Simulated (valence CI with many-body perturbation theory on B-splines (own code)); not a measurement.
Values are calculated unless marked as measured or tabulated.
## Hyperfine factors and g values of Ta50+

Method: valence CI with perturbative core correlation (CI+MBPT): five valence electrons over a frozen Dirac-Fock core [Ar], radial functions for each j: 7 s, 7 p, 8 d, 6 f, 4 g, 1 h, with the one-electron correlation potential Σ1, the two-electron term Σ2, the three-electron term Σ3, Breit, model QED; selected CI, second order for the rest (own B-spline code, finite nucleus).

No measured spectrum was set against this ion. As an estimate, large intervals hold to a few tenths of a per cent, small ones and those within an open d or f shell to about a per cent. Among the levels kept, up to 250 cm⁻¹ of a level comes from second order outside the variational space, and about a tenth of that is noise between levels of different J, which matters for small intervals. The list stops below the first excitations out of the core. Only levels of the ground parity were solved; by the run's estimate the other parity begins above the list, which can be wrong where configurations are misplaced.

A/g_I is the dipole constant over the nuclear g factor μ/I (μ in nuclear magnetons, uniformly magnetised nucleus), B/Q the quadrupole constant per barn. Both hold the static response of the core; the bare values leave it out. Large factors of s and p1/2 electrons are usually good to 5 to 10 %; those of open d and f shells near neutrality can be off by tens of per cent, and small factors of p3/2, d and f electrons come from cancelling terms and can be off by a factor of two or in sign, in half-filled shells by more. B is blank for J = 1/2, where it vanishes, and for nearly pure S terms. Energies count from the lowest level.

Levels are named by their leading jj configuration (3d3/2^4 stands for four electrons in 3d with j = 3/2), which in mixed levels can hold well under half, so a name can repeat and another be missing. Letters in brackets count levels of one name in rising energy.

| Level | E (cm⁻¹) | g | A/g_I (MHz) | A/g_I bare | B/Q (MHz/b) | B/Q bare |
| --- | --- | --- | --- | --- | --- | --- |
| (3d3/2^4 3d5/2) J=5/2 | 0 | 1.288 | 34000 | 35000 | 64200 | 64800 |
| (3d3/2^3 3d5/2^2) J=5/2 [a] | 436780 | 1.332 | 20900 | 21900 | 24900 | 25100 |
| (3d3/2^3 3d5/2^2) J=7/2 [a] | 529820 | 1.157 | 41400 | 42000 | 70800 | 71500 |
| (3d3/2^3 3d5/2^2) J=11/2 | 540240 | 1.100 | 53200 | 53600 | -1810 | -1970 |
| (3d3/2^3 3d5/2^2) J=3/2 [a] | 544210 | 1.155 | 52400 | 53000 | 58500 | 59200 |
| (3d3/2^3 3d5/2^2) J=9/2 | 583880 | 1.131 | 47500 | 48000 | 72100 | 72800 |
| (3d3/2^3 3d5/2^2) J=5/2 [b] | 612930 | 1.130 | 49000 | 49500 | -3340 | -3340 |
| (3d3/2^3 3d5/2^2) J=1/2 | 640440 | 1.796 | -27400 | -25000 |  |  |
| (3d3/2^3 3d5/2^2) J=7/2 [b] | 649060 | 1.073 | 57700 | 58100 | -77000 | -77800 |
| (3d3/2^3 3d5/2^2) J=3/2 [b] | 781490 | 0.796 | 91600 | 91200 | -74700 | -75500 |
| (3d3/2^2 3d5/2^3) J=5/2 [a] | 958720 | 1.302 | 17100 | 18000 | 4110 | 4160 |
| (3d3/2^2 3d5/2^3) J=7/2 [a] | 1027000 | 1.208 | 35200 | 35900 | -3610 | -3660 |
| (3d3/2^2 3d5/2^3) J=11/2 | 1030500 | 1.087 | 52000 | 52400 | 1270 | 1300 |
| (3d3/2^2 3d5/2^3) J=9/2 [a] | 1046700 | 1.140 | 45000 | 45500 | -7520 | -7610 |
| (3d3/2^2 3d5/2^3) J=13/2 | 1070600 | 1.066 | 56000 | 56300 | -74.7 | -67.3 |
| (3d3/2^2 3d5/2^3) J=1/2 [a] | 1084300 | 0.455 | 146000 | 145000 |  |  |
| (3d3/2^2 3d5/2^3) J=3/2 [a] | 1094000 | 1.164 | 43700 | 44300 | 2290 | 2300 |
| (3d3/2^2 3d5/2^3) J=5/2 [b] | 1103300 | 1.020 | 61600 | 61800 | -7560 | -7620 |
| (3d3/2^2 3d5/2^3) J=9/2 [b] | 1145000 | 1.097 | 51300 | 51700 | 1910 | 1930 |
| (3d3/2^2 3d5/2^3) J=7/2 [b] | 1164400 | 0.980 | 68500 | 68600 | -1780 | -1810 |
| (3d3/2^2 3d5/2^3) J=5/2 [c] | 1181500 | 1.046 | 58000 | 58300 | 7750 | 7810 |
| (3d3/2^2 3d5/2^3) J=3/2 [b] | 1186200 | 0.850 | 84900 | 84700 | 5900 | 6000 |
| (3d3/2^2 3d5/2^3) J=7/2 [c] | 1233200 | 1.030 | 62000 | 62200 | 2320 | 2340 |
| (3d3/2^2 3d5/2^3) J=1/2 [b] | 1233900 | 1.760 | -34800 | -32500 |  |  |
| (3d3/2^2 3d5/2^3) J=9/2 [c] | 1302900 | 1.103 | 50500 | 50900 | 24900 | 25200 |
| (3d3/2^2 3d5/2^3) J=3/2 [c] | 1425700 | 1.179 | 41000 | 41700 | -20400 | -20600 |
| (3d3/2^2 3d5/2^3) J=5/2 [d] | 1452300 | 1.182 | 40800 | 41400 | 17700 | 18000 |
| (3d3/2 3d5/2^4) J=5/2 [a] | 1557000 | 1.223 | 24800 | 25600 | -29600 | -29900 |
| (3d3/2 3d5/2^4) J=7/2 [a] | 1627200 | 1.179 | 39900 | 40500 | -83200 | -84100 |
| (3d3/2 3d5/2^4) J=11/2 | 1639400 | 1.067 | 54300 | 54600 | 519 | 674 |
| (3d3/2 3d5/2^4) J=3/2 [a] | 1652800 | 0.980 | 58500 | 58600 | -62600 | -63300 |
| (3d3/2 3d5/2^4) J=9/2 | 1698100 | 1.111 | 48200 | 48600 | -91300 | -92300 |
| (3d3/2 3d5/2^4) J=5/2 [b] | 1735000 | 1.107 | 48800 | 49300 | 14100 | 14200 |
| (3d3/2 3d5/2^4) J=7/2 [b] | 1762000 | 1.009 | 60900 | 61100 | 92400 | 93400 |
| (3d3/2 3d5/2^4) J=1/2 | 1824000 | 1.282 | -12000 | -11100 |  |  |
| (3d3/2 3d5/2^4) J=3/2 [b] | 1950200 | 0.862 | 89500 | 89200 | 91000 | 92000 |

(1) Take the isotope of mass number 181, with I = 7/2, μ = 2.365 μN, leaving out the quadrupole term. What is the hyperfine structure of (3d3/2^3 3d5/2^2) J=5/2 [a]?

Answers

(1) From the table A = 14100 MHz. Shifts from the centre of gravity in MHz: F = 1: -159000, F = 2: -130000, F = 3: -88100, F = 4: -31700, F = 5: 38800, F = 6: 123000.
